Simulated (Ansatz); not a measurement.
System: C2H11N3Si, charge 0, multiplicity 1. SMILES: CC[Si](N)(N)N
Geometry from a B3LYP-D3(BJ)/def2-TZVP (Ansatz, a program for electronic structure) optimisation:
```xyz
17

C      2.2926    -0.7957     0.1577
C      0.9914    -0.9487    -0.6396
Si    -0.4140     0.1418    -0.0365
N      0.1434     1.7656    -0.2183
N     -1.8172    -0.4199    -0.8694
N     -0.8624     0.0659     1.6205
H      3.0789    -1.4556    -0.2162
H      2.1348    -1.0365     1.2114
H      2.6667     0.2286     0.1145
H      1.1777    -0.7357    -1.6993
H      0.6500    -1.9878    -0.6024
H     -0.4166     2.5368     0.1105
H      0.6901     2.0328    -1.0215
H     -1.7436    -0.7763    -1.8090
H     -2.7125     0.0188    -0.7188
H     -1.3921    -0.7139     1.9733
H     -0.2881     0.4888     2.3308
```
Charge 0, spin multiplicity 1.

Quantity: atomisation energy (electronic, to ground-state atoms), in kcal/mol. Cores are frozen in the correlated levels unless marked. UHF or UKS for open shells. No spin-orbit coupling. Non-relativistic unless marked X2C. The coupled-cluster limit lacks core correlation, which all-electron functionals hold. CBS(X,Y): correlation extrapolated as X^-3; Hartree-Fock from the larger set.

| level | program | atomisation energy (kcal/mol) |
|---|---|---|
| B3LYP/def2-TZVPD | Ansatz | 1503.5 |

Q: Estimate the value at CCSD(T)/CBS(cc-pV(T+d)Z,cc-pV(Q+d)Z) as computed with Ansatz.

A: 1514.6 kcal/mol
